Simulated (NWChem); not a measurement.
System: SiH$_{4}$O; SMILES O[SiH3]

**Question.** Give the equilibrium geometry at PBE0/def2-SVP (NWChem) as a list of bonds and angles, with the point group.

**Answer.** point group Cs; any orientation.
Bond lengths (Å): Si1–O2 1.666, Si1–H3 1.498, Si1–H4 1.487, Si1–H5 1.498, O2–H6 0.961. Bond angles (°): O2–Si1–H3 112.0, O2–Si1–H4 106.3, O2–Si1–H5 112.0, H3–Si1–H4 109.5, H3–Si1–H5 107.6, H4–Si1–H5 109.5, Si1–O2–H6 116.9.
